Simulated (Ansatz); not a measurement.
Pulling on the Se3–H4 bond in CdFHSe (SMILES [F][Cd][SeH]) (multiplicity 1 held, fragments rigid). Energies count from the point at 1.473 Å.
Geometry at that point (charge 0, multiplicity 1):
```json
[
 {"atom": "Cd", "x (Å)": "0.4182", "y (Å)": "-0.5398", "z (Å)": "0.2903"},
 {"atom": "F", "x (Å)": "1.5232", "y (Å)": "-1.9575", "z (Å)": "1.0651"},
 {"atom": "Se", "x (Å)": "-0.9710", "y (Å)": "1.2188", "z (Å)": "-0.7056"},
 {"atom": "H", "x (Å)": "-0.7684", "y (Å)": "2.0868", "z (Å)": "0.4677"}
]
```

R- and RO- levels are restricted; in cc, def2 and unpolarised 6-31G sets they are followed outwards from rest. Unrestricted levels (U-) break spin symmetry where that is lower. Active spaces are followed from a long bond inwards. Curves can end on different states.

Correlated levels freeze the cores. Filled d and f shells under p-block atoms count as core.

The values were computed with Ansatz (an electronic-structure program).  In def2 rows elements past Kr take small-core potentials, without spin–orbit coupling.

Energies in kJ/mol.

| R (Å) | R-HF/def2-SVP | U-HF/def2-SVP | R-CCSD/def2-SVP | U-CCSD(T)/def2-SVP | FIC-MRCISD+Q on CASSCF(4,3)/def2-SVP |
|---|---|---|---|---|---|
| 1.179 | 146 | 146 | 152 | 153 | 152 |
| 1.326 | 25 | 25 | 28 | 29 | 29 |
| 1.473 | 0 | 0 | 0 | 0 | 0 |
| 1.621 | 24 | 24 | 19 | 18 | 18 |
| 1.768 | 71 | 71 | 59 | 58 | 58 |
| 1.989 | 156 | 152 | 131 | 128 | 127 |
| 2.210 | 243 | 198 | 198 | 195 | 190 |
| 2.578 | 371 | 228 | 282 | 278 | 265 |
| 2.947 | 474 | 238 | 331 | 317 | 304 |
| 3.389 | 568 | 241 | 359 | 329 | 323 |
| 3.978 | 656 | 243 | 373 | 332 | 330 |
| 4.715 | 723 | 243 | 378 | 332 | 331 |

Doubts at one or more of the structures used: a restricted determinant that unrestricted orbitals would lower (R-HF/def2-SVP, R-CCSD/def2-SVP); a spin-contaminated determinant (U-HF/def2-SVP, U-CCSD(T)/def2-SVP); other coupled-cluster roots lie near (R-CCSD/def2-SVP); T1 above 0.05 (U-CCSD(T)/def2-SVP); active orbitals that take no part (FIC-MRCISD+Q on CASSCF(4,3)/def2-SVP).
